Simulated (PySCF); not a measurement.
**Electric field gradients and quadrupole coupling constants**

Compound: C8H13NSi.
Geometry (PBE0-D3(BJ)/def2-SVP, Å), atoms numbered from 1 in this order:
```
atom  x, y, z in Å
C1    -2.172    0.456    1.294
Si2   -1.206   -0.086   -0.229
C3    -1.585    1.024   -1.696
C4    -1.575   -1.878   -0.656
C5     0.658    0.045    0.113
C6     1.227    0.473    1.319
C7     2.615    0.525    1.440
C8     3.394    0.149    0.350
C9     2.744   -0.264   -0.814
N10    1.422   -0.316   -0.934
H11   -1.962    1.507    1.551
H12   -1.929   -0.166    2.170
H13   -3.256    0.369    1.116
H14   -0.937    0.741   -2.540
H15   -2.635    0.933   -2.015
H16   -1.388    2.080   -1.457
H17   -1.430   -2.535    0.216
H18   -0.887   -2.209   -1.449
H19   -2.608   -2.005   -1.014
H20    0.587    0.761    2.156
H21    3.082    0.855    2.372
H22    4.485    0.174    0.395
H23    3.327   -0.568   -1.692
```

Field gradients from the PBE0/pcSseg-1 density (PySCF, non-relativistic), principal values in atomic units, ordered |Vxx| ≤ |Vyy| ≤ |Vzz|:

```
atom     Vxx     Vyy      Vzz
 N10  0.3607  0.7765  -1.1372
```

Task: Find the asymmetry η = (Vxx − Vyy)/Vzz and the couplings χ = eQV/h (234.96 MHz × Q in barn × V in au), with Q(14N) = 0.02044 b.

Result: 
```tsv
atom	environment	nucleus	η	χzz (MHz)	χxx (MHz)	χyy (MHz)
N10	pyridine-type nitrogen	14N	0.37	-5.46	1.73	3.73
```

The tensor is traceless: Vxx + Vyy + Vzz = 0.

Task: What is Vzz at N10 in SI units (1 au = 9.71736 × 10²¹ V/m²)?

Result: -1.1372 au = -11.051 × 10²¹ V/m².

Task: And the gradient at the other heavy atoms, for which no coupling is worked out here?

Result: 
```
atom                          environment  Vzz (au)     η
  C1                     Si-methyl carbon    -0.107  0.01
 Si2              four-coordinate silicon     0.152  0.48
  C3                     Si-methyl carbon    -0.087  0.26
  C4                     Si-methyl carbon    -0.087  0.27
  C5          substituted aromatic carbon     0.390  0.70
  C6                   aromatic CH carbon     0.324  0.21
  C7                   aromatic CH carbon     0.382  0.19
  C8                   aromatic CH carbon     0.312  0.23
  C9  aromatic CH next to a ring nitrogen     0.338  0.31
```

Were the hydrogens deuterons (Q(2H) = 0.00286 b), χzz would run from 197 kHz (H23) to 205 kHz (H22).

Geometry: PBE0-D3(BJ)/def2-SVP; no solvent, vibrations or thermal averaging. A larger basis could move these couplings by a tenth or more.
